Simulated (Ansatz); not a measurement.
Reaction (formal exchange of groups at a B–C bond): `CBC(O)F` + `F[CH2][AlH2]` → `CB[CH](F)[AlH2]` + `OCF`

Calculated with Ansatz (gas phase, PBE0-D4/def2-TZVP geometries, no zero-point term in ΔE). CCSD(T)/CBS is the MP2 limit (def2-TZVPP, def2-QZVPP) plus CCSD(T) − MP2 in def2-TZVPP, frozen cores. Each species was taken in one conformer, which may not be the lowest.

```tsv
species	CCSD(T)/def2-TZVPP energy (Eh)
`CBC(O)F`	-279.31744
`F[CH2][AlH2]`	-382.13496
`CB[CH](F)[AlH2]`	-446.76706
`OCF`	-214.70447
```

Work out ΔE.

ΔE = (-446.76706) + (-214.70447) − (-279.31744) − (-382.13496) = -0.01913 Eh = -0.52 eV. CCSD(T)/CBS gives -0.51 eV.

Largest T1 diagnostic among the species: 0.013.

From PBE to PBE0 (25 % exact exchange), in def2-TZVPP and without D4, ΔE moves by +0.04 eV. The D4 term adds −0.07 eV with B3LYP and −0.04 eV with PBE0; it sums over pairs of atoms, weighted by their polarisabilities, and B3LYP, whose exchange is more repulsive, gets the larger term.

B3LYP here is the variant with VWN-RPA as its local correlation; programs differ in this.
